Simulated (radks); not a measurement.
Results of a calculation; reference values are marked as such.
Coulomb parameter of the 4d shell of the cadmium ion Cd3+ in the model configuration [Kr] 4d8 5p1, as a second difference U = [E(n + 1) + E(n - 1) - 2 E(n)] / (1)^2 with all orbitals relaxed. "Bare": the charge of the atom changes with n. "Screened": the 5p shell takes up the change at fixed total charge, which measures U(4d,4d) + U(5p,5p) - 2 U(4d,5p). Code: a radial shooting solver on a logarithmic mesh with Libxc functionals. Model: scalar-relativistic Kohn-Sham, r2SCAN, spin-unpolarised, spherical densities, finite nucleus; meta-GGA in the generalised Kohn-Sham scheme; Fermi nuclear charge, rms radius 4.6087 fm.

case         configuration  E - E(n) (eV)
start         [Kr] 4d8 5p1          0.000
bare +1       [Kr] 4d9 5p1        -44.306
bare -1       [Kr] 4d7 5p1         60.568
screened +1       [Kr] 4d9        -24.591
screened -1   [Kr] 4d7 5p2         28.056

U(bare) = 16.262 eV, U(screened by 5p) = 3.465 eV, against the Slater integral F0(4d,4d) = 21.217 eV with frozen orbitals.
